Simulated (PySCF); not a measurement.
An unknown shows these calculated signals:

1H NMR (600 MHz, computed): δ 7.81 (s, 1H), 4.02 (s, 3H), 2.98 (s, 3H).

13C{1H} NMR (computed): δ 197.3 (C), 155.8 (C), 149.3 (CH), 34.9 (CH3), 30.8 (CH3).

Theoretical values (PySCF 2.14.0 with density-fitted response routines): shieldings: GIAO PBE0/pcSseg-1, geometry: GFN2-xTB. No solvent, no relativistic terms, a single conformation, averaged over atoms made equivalent by symmetry, fast rotation or ring inversion.

Scale: 1H and 13C vs TMS (reference shieldings calculated alike).

**Question.** Which of these does the molecule contain: an ester, a heteroaromatic ring, an S-methyl group, a ketone, an N-methyl group, a carboxylic acid?

**Answer.** 
- An ester: no.
- A heteroaromatic ring: yes.
- An S-methyl group: no.
- A ketone: yes (δC 197.3).
- An N-methyl group: yes (δC 34.9; δH 4.02 (s)).
- A carboxylic acid: no.

The data belong to `CN1C(C(C)=O)=NN=C1`, C$_{5}$H$_{7}$N$_{3}$O; they needn't prove each group on their own.

Carbon signals by region: 1 in the far downfield region (above 160 ppm), 2 in the sp2 and nitrile region (100–160 ppm), 2 below 50 ppm. Above 160 ppm: 197.3, ketone carbonyl carbon.

Shifts are as computed. Against solution values, carbons near 30 ppm lie about +3 ppm off and those near 130 ppm about +5 ppm. Of 1211 compounds with measured shifts, 218 miss one by over three times the rms of a fit or turn the order of signals round; such compounds aren't used in these exercises. Multiplicities follow the n + 1 count of equivalent neighbours, as no J values were calculated; m marks all less simple cases, F and P coupling included.
